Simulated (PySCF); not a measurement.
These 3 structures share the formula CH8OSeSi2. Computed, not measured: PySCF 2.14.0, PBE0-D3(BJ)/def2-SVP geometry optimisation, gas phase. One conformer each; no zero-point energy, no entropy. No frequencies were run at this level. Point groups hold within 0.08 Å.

**Question.** Rank from lowest to highest electronic energy at this level (kcal/mol).
A. `[CH3:1][O:2][SiH2:3][Se:4][SiH3:5]` with C1–O2–Si3–Se4 -178°, O2–Si3–Se4–Si5 -2°
B. `[CH3:1][Si@H:2]([OH:3])[Se:4][SiH3:5]` with C1–Si2–O3–H -166°, C1–Si2–Se4–Si5 -113°
C. `[OH:1][SiH2:2][CH2:3][Se:4][SiH3:5]` with H–O1–Si2–C3 180°, O1–Si2–C3–Se4 -178°, Si2–C3–Se4–Si5 -76°

**Answer.** B (0.0), A (23.4), C (31.7).

```
              SMILES       E (Eh)  E rel (kcal/mol)  dipole (D)  point group       A, B, C (MHz)
C[Si@H](O)[Se][SiH3]  -3097.57056               0.0        0.93           C1    2972, 1123, 1055
  CO[SiH2][Se][SiH3]  -3097.53333              23.4        2.54      near Cs   2842, 1300, 916.8
  O[SiH2]C[Se][SiH3]  -3097.52011              31.7        1.60           C1  3365, 955.9, 803.6
```
